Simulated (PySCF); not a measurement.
FH6NOSi2. Atoms are numbered in the order given.

```xyz
11

Si     1.2941    -0.7711     0.7388
F      2.5852     0.0982     0.2866
O     -0.0051    -0.3311    -0.1507
Si    -1.1938     0.8167    -0.4224
N     -2.7181     0.1564    -0.8354
H      1.0672    -0.4874     2.1815
H      1.5990    -2.1983     0.4747
H     -0.7370     1.6558    -1.5611
H     -1.3562     1.5925     0.8404
H     -2.8787    -0.2376    -1.7552
H     -3.2990    -0.2929    -0.1371
```
Charge 0, spin multiplicity 1.

Coordinates come from a PBE0-D3(BJ)/def2-SVP optimisation. This is a generated structure with no PubChem entry under its InChIKey; it may be hypothetical. One conformer was computed; it need not be the lowest.

Method: TDDFT-CAM-B3LYP/def2-SVPD (PySCF 2.14.0).

Vertical excitations. Isolated molecule, no solvent.

```tsv
state	energy (eV)	λ (nm)	f	main pairs
S1	6.93	179	0.049	HOMO→LUMO 87 %
S2	8.05	154	0.006	HOMO−1→LUMO 60 %, HOMO−1→LUMO+2 26 %
S3	8.19	151	0.026	HOMO−1→LUMO+1 65 %
S4	8.23	151	0.053	HOMO→LUMO+2 56 %, HOMO→LUMO+5 11 %
S5	8.42	147	0.020	HOMO−1→LUMO+2 37 %, HOMO−2→LUMO 24 %, HOMO−1→LUMO 14 %
S6	8.48	146	0.002	HOMO→LUMO+7 46 %, HOMO→LUMO+1 14 %, HOMO→LUMO+6 14 %, HOMO→LUMO+3 7 %
S7	8.61	144	0.002	HOMO→LUMO+4 41 %, HOMO→LUMO+1 35 %
S8	8.74	142	0.009	HOMO−2→LUMO+2 32 %, HOMO−2→LUMO 14 %, HOMO→LUMO+5 14 %, HOMO−2→LUMO+1 12 %
S9	8.85	140	0.013	HOMO→LUMO+5 40 %, HOMO→LUMO+1 17 %, HOMO→LUMO+8 9 %, HOMO→LUMO+3 6 %
S10	8.92	139	0.001	HOMO→LUMO+3 25 %, HOMO→LUMO+5 21 %, HOMO→LUMO+8 19 %, HOMO→LUMO+4 8 %
T1	6.52	190	0	HOMO→LUMO 82 %
T2	7.56	164	0	HOMO→LUMO+2 59 %
T3	7.66	162	0	HOMO−1→LUMO 37 %, HOMO−1→LUMO+2 27 %, HOMO−1→LUMO+1 10 %
T4	7.76	160	0	HOMO−1→LUMO+1 47 %, HOMO−2→LUMO+1 11 %, HOMO−1→LUMO 10 %
```
Triplets are in the Tamm–Dancoff approximation, which puts them higher than full response would, so one can lie above its singlet here.
